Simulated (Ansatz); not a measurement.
`C[SiH2][SiH](Cl)Cl` + H–F → `F[SiH](Cl)Cl` + `C[SiH3]`  (cleavage of the Si–Si bond)

Isolated molecules relaxed with PBE0-D4/def2-TZVP in Ansatz; ΔE leaves out vibrations. CCSD(T)/CBS adds triple-zeta CCSD(T) − MP2 to the extrapolated MP2 energy (def2 sets, frozen cores). This one scheme is used for every species. Functionals use def2-TZVPP. B3LYP here is the variant with VWN-RPA as its local correlation; programs differ in this. One conformer a species, not always the lowest.

`C[SiH2][SiH](Cl)Cl`:

```xyz
11

C     0.457    0.752   -1.459
Si    0.535   -0.732   -0.324
Si   -0.744   -0.302    1.584
Cl    0.006    1.372    2.517
Cl   -2.682    0.083    1.007
H     0.847    1.639   -0.956
H     1.046    0.579   -2.362
H    -0.575    0.953   -1.755
H     1.928   -1.017    0.116
H    -0.014   -1.954   -0.975
H    -0.805   -1.372    2.607
```

H–F:

Cartesian coordinates in Å:
```
F -0.255 -0.276 0.265
H 0.255 0.276 -0.265
```

`F[SiH](Cl)Cl`:

Z-matrix (Å, degrees):
```
Si
F 1 1.581
Cl 1 2.024 2 108.4
Cl 1 2.024 2 108.4 3 119.6
H 1 1.467 2 109.1 3 -120.2
```

`C[SiH3]`:

Z-matrix (Å, degrees):
```
C
Si 1 1.871
H 1 1.092 2 110.8
H 1 1.092 2 110.8 3 -120.0
H 1 1.092 2 110.8 3 120.0
H 2 1.488 1 110.7 3 -179.9
H 2 1.488 1 110.7 3 -59.9
H 2 1.488 1 110.7 3 60.1
```

```csv
level,ΔE (eV)
B3LYP-D4,-1.45
BHLYP,-1.67
SCS-MP2/def2-TZVPP,-1.57
HF/CBS(def2),-1.83
```

What does CCSD(T)/CBS give? (An estimate is asked.)

The calculation gave: -1.44 eV. The listed levels differ from it by -0.01, -0.23, -0.13, -0.39 eV.

Largest T1 diagnostic among the species: 0.010.

In def2-TZVPP, CCSD(T) changes the Hartree–Fock value by +0.32 eV (the triples alone add +0.05 eV) and MP2 by +0.30 eV. From PBE to PBE0 (25 % exact exchange), in def2-TZVPP and without D4, ΔE moves by −0.05 eV.
